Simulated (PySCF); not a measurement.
Compound: C2H3F3OSi.
SMILES: `C=CO[Si](F)(F)F`

Jobs on this species (10 atoms, 64 electrons) with PySCF (density fitting). Hardware of each: one thread of an Arm Neoverse V1, no GPU, shared host. Other jobs ran on the host; a repeat could differ by tens of per cent or more. Peak memory is the resident size of the whole Python process, interpreter and libraries included.

```tsv
level and settings	work	basis functions	SCF cycles	wall time	peak memory
delta-SCF UKS SCAN, def2-TZVP on the ionised atom, pcseg-1 elsewhere, spin-free X2C	ΔSCF core ionisation, 6 holes	136	?	?	?
delta-SCF UKS PBE, pcX-2 on the ionised atom, pcseg-1 elsewhere, spin-free X2C	ΔSCF core ionisation, 6 holes	159	?	?	?
delta-SCF UKS SCAN, pcX-1 on the ionised atom, pcseg-1 elsewhere, spin-free X2C	ΔSCF core ionisation, 6 holes	139	?	?	?
delta-SCF UKS SCAN, pcX-2 on the ionised atom, pcseg-1 elsewhere, non-relativistic	ΔSCF core ionisation, 6 holes	159	106	36 s	0.51 GiB
delta-SCF UKS PBE0, pcX-2 on the ionised atom, pcseg-1 elsewhere, spin-free X2C	ΔSCF core ionisation, 6 holes	159	90	47 s	0.57 GiB
delta-SCF UKS HF, pcX-2 on the ionised atom, pcseg-1 elsewhere, spin-free X2C	ΔSCF core ionisation, 6 holes	159	91	32 s	0.51 GiB
PBE0-D3(BJ)/def2-SVP, grid level 1	geometry optimisation from a GFN2-xTB start shaken at random	117	126	98 s	0.47 GiB
delta-SCF UKS SCAN, pcX-2 on the ionised atom, pcseg-1 elsewhere, spin-free X2C	ΔSCF core ionisation, 6 holes	159	107	36 s	0.55 GiB
delta-SCF UKS B3LYP, pcX-2 on the ionised atom, pcseg-1 elsewhere, spin-free X2C	ΔSCF core ionisation, 6 holes	159	93	49 s	0.64 GiB
```

Q: Fill in the missing figures.

A: 
- delta-SCF UKS SCAN, def2-TZVP on the ionised atom, pcseg-1 elsewhere, spin-free X2C; ΔSCF core ionisation, 6 holes: 33 s, 0.51 GiB, 104 SCF cycles
- delta-SCF UKS PBE, pcX-2 on the ionised atom, pcseg-1 elsewhere, spin-free X2C; ΔSCF core ionisation, 6 holes: 22 s, 0.52 GiB, 100 SCF cycles
- delta-SCF UKS SCAN, pcX-1 on the ionised atom, pcseg-1 elsewhere, spin-free X2C; ΔSCF core ionisation, 6 holes: 30 s, 0.51 GiB, 106 SCF cycles

Q: What do all jobs in the table cost together?

A: About 6.4 min; the longest takes about 26 % of that, and about 4.5 times as long as the shortest.
